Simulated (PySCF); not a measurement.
# Deuteron quadrupole couplings in `CCC(=C=O)OC(F)F`

C5H6F2O2.
Z-matrix (Å and degrees, GFN2-xTB geometry), rows numbered from 1:
```
C 
C   1  1.5262
C   2  1.5105  1  111.32
C   3  1.3025  2  121.31  1  -103.68
O   4  1.1672  3  173.08  2   -43.64
O   3  1.4076  2  114.02  1    69.88
C   6  1.3442  3  115.32  2   167.57
F   7  1.3365  6  108.14  3  -169.49
F   7  1.3615  6  111.78  3    73.95
H   1  1.0862  2  110.05  3   -57.67
H   1  1.0870  2  110.62  3    62.42
H   1  1.0869  2  109.85  3  -177.52
H   2  1.0905  1  110.50  3  -121.09
H   2  1.0914  1  109.82  3   118.81
H   7  1.1093  6  114.66  3   -47.41
```

Level: B3LYP/pcJ-1 (PySCF, non-relativistic); Q(2H) = 0.00286 b; rigid geometry, the same for H and D, with no vibrational averaging.

Task: Rank these positions by the coupling χzz of a deuteron there, largest first.
A. H12 (methyl hydrogen)
B. H15 (methine hydrogen)
C. H13 (methylene hydrogen)

Result: A (205 kHz), C (196 kHz), B (161 kHz).

Task: Tabulate Vzz, the asymmetry η and χzz = 234.96 MHz × Q × Vzz for every hydrogen position.

Result: 
```
atom  bonded to  bond length (Å)  Vzz (au)     η  χzz (kHz)
 H10         C1            1.086    0.3019  0.03        203
 H11         C1            1.087    0.3028  0.04        203
 H12         C1            1.087    0.3051  0.03        205
 H13         C2            1.090    0.2922  0.06        196
 H14         C2            1.091    0.2904  0.04        195
 H15         C7            1.109    0.2400  0.04        161
```

Task: How does χzz go with the bond length over the 6 C–H bonds?

Result: A straight-line fit has a slope of -18.8 kHz for each 0.01 Å, with a correlation coefficient of -1.00, over lengths from 1.086 to 1.109 Å. The longer bonds have the smaller couplings here.

Task: Give the 2H NMR doublet splittings at H10 for a magnetic field along the z, y and x axes of the gradient: 3χ/2, 3χ(1 + η)/4, 3χ(1 − η)/4.

Result: With |χ| = 202.9 kHz and η = 0.032: 304, 157 and 147 kHz, to first order and without motion.

The structure is a single GFN2-xTB conformer in the gas phase; no vibrational or solvent corrections. GFN2-xTB bond lengths can be off by several hundredths of an ångström, more for odd bonds, and the gradients follow them. The small basis limits the accuracy of the gradients.
